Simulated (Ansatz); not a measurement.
Reaction (ligand exchange at the Al–O bond): `[OH][Al]([F])[Br]` + H₂S → `[F][Al]([SH])[Br]` + H₂O

Isolated molecules relaxed with PBE0-D4/def2-TZVP in Ansatz; ΔE leaves out vibrations. CCSD(T)/CBS adds triple-zeta CCSD(T) − MP2 to the extrapolated MP2 energy (def2 sets, frozen cores). This one scheme is used for every species. DFT in def2-TZVPP. HSE06 is defined as in plane-wave codes. For Br outer-core shells are correlated without core-valence functions, which leaves a few kJ/mol of doubt a bond. Scalar relativity is left out up to krypton. One conformer a species, not always the lowest.

```
             level  ΔE (kJ/mol)
           BLYP-D4         25.3
        r2SCANh-D4         20.7
           ωB97M-V         22.8
               PBE         15.9
             HSE06         15.2
   CCSD/def2-TZVPP         26.4
    MP2/def2-QZVPP         20.1
CCSD(T)/def2-QZVPP         22.0
```

(1) What does CCSD(T)/CBS give? (Estimate.)

Largest T1 diagnostic among the species: 0.010.

Results:

(1) Ansatz gave: +19.2 kJ/mol. The listed levels differ from it by 6.1, 1.5, 3.6, -3.3, -4.0, 7.2, 0.9, 2.8 kJ/mol.

At CCSD(T), def2-SVP lies +8.7 kJ/mol from the extrapolated value and def2-TZVPP +4.9 kJ/mol. Leaving LDA and LC-ωPBE aside and taking each functional with its dispersion term where it has one, the values, not all of them listed here, spread over 16.6 kJ/mol, from HSE06-D4 to CAM-B3LYP-D4. In def2-TZVPP, CCSD(T) changes the Hartree–Fock value by −7.6 kJ/mol (the triples alone add −2.3 kJ/mol) and MP2 by −9.2 kJ/mol.
